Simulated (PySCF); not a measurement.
H4O2Zr, multiplicity 1. Atoms are numbered in the order given.

```xyz
7

Zr     0.0000     0.0000    -0.2909
O     -1.6245     0.0000     0.7147
H     -2.2490     0.0000     1.4390
O      1.6245     0.0000     0.7147
H      2.2490     0.0000     1.4390
H      0.0000    -1.5487    -1.3377
H      0.0000     1.5487    -1.3377
```
Charge 0, spin multiplicity 1.

Geometry optimised at r2SCAN-D4/def2-TZVP. The multiplicity is an assumed one; no other spin state was optimised. The structure was generated by enumeration; whether it is a known compound was not checked. The def2 effective core potentials stand for the cores of Zr; spin–orbit coupling is left out. Other conformers were not sampled.

Method: PBE/def2-TZVPD (PySCF).

The molecule is in vacuum.

Estimate the frontier levels, gap, dipole moment and polarisability. (An estimate is asked for; the answer gives what the named calculation found.)


| Property | Result |
|---|---|
| highest occupied level | -6.35 eV |
| lowest empty level | -2.32 eV |
| orbital gap | 4.03 eV |
| dipole moment | 3.23 D |
| quadrupole, principal values (traceless, Buckingham form, about the centre of nuclear charge) | -9.93, 2.98, 6.95 D·Å |
| mean static polarisability | 60.0 bohr³ (8.89 Å³) |
| polarisability, principal values | 58.7, 59.9, 61.3 bohr³ |
